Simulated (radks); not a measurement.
Excited configurations of Sr I: one electron is placed in a higher orbital outside [Kr] 5s1. The ground configuration is [Kr] 5s2. All-electron calculation, Dirac Kohn-Sham, PBEsol, spin-unpolarised, spherical densities, finite nucleus; open shells are shared between the two j in proportion to 2j + 1; Fermi nuclear charge, rms radius 4.224 fm. Program: a radial shooting solver on a logarithmic mesh with Libxc functionals. Excitation = E - E(ground); binding = E(ion) - E, where the ion is the core of charge +1; n* = 1/sqrt(2 binding) in atomic units, and the quantum defect is n - n*. Eigenvalue and <r> are those of j = l + 1/2.

[
 {"outer orbital": "4d", "excitation (eV)": "2.333", "binding (eV)": "3.563", "n*": "1.954", "quantum defect": "2.046", "eigenvalue (eV)": "-0.891", "<r> (bohr)": "4.051"},
 {"outer orbital": "5p", "excitation (eV)": "2.313", "binding (eV)": "3.583", "n*": "1.949", "quantum defect": "3.051", "eigenvalue (eV)": "-1.798", "<r> (bohr)": "5.681"},
 {"outer orbital": "5f", "excitation (eV)": "5.254", "binding (eV)": "0.642", "n*": "4.604", "quantum defect": "0.396", "eigenvalue (eV)": "-0.361", "<r> (bohr)": "28.63"},
 {"outer orbital": "6s", "excitation (eV)": "3.792", "binding (eV)": "2.104", "n*": "2.543", "quantum defect": "3.457", "eigenvalue (eV)": "-1.252", "<r> (bohr)": "10.23"},
 {"outer orbital": "6d", "excitation (eV)": "4.982", "binding (eV)": "0.913", "n*": "3.859", "quantum defect": "2.141", "eigenvalue (eV)": "-0.519", "<r> (bohr)": "21.46"},
 {"outer orbital": "6f", "excitation (eV)": "5.426", "binding (eV)": "0.470", "n*": "5.383", "quantum defect": "0.617", "eigenvalue (eV)": "-0.284", "<r> (bohr)": "42.72"},
 {"outer orbital": "7s", "excitation (eV)": "4.740", "binding (eV)": "1.156", "n*": "3.431", "quantum defect": "3.569", "eigenvalue (eV)": "-0.714", "<r> (bohr)": "19.04"},
 {"outer orbital": "7d", "excitation (eV)": "5.277", "binding (eV)": "0.619", "n*": "4.688", "quantum defect": "2.312", "eigenvalue (eV)": "-0.383", "<r> (bohr)": "33.65"},
 {"outer orbital": "7f", "excitation (eV)": "5.540", "binding (eV)": "0.356", "n*": "6.181", "quantum defect": "0.819", "eigenvalue (eV)": "-0.229", "<r> (bohr)": "59.60"}
]

The Delta-SCF ionisation energy is 5.896 eV (NIST Atomic Spectra Database: 5.695 eV, measured). Self-interaction in the functional shifts the binding energies and quantum defects, so they are the method's values and not measured ones. Spin polarisation and multiplet splitting are left out, so open shells lie too high by an amount that depends on their filling.

Beside tabulated values, note that spin-unpolarised runs miss the spin-polarisation part of the exchange energy of open shells.
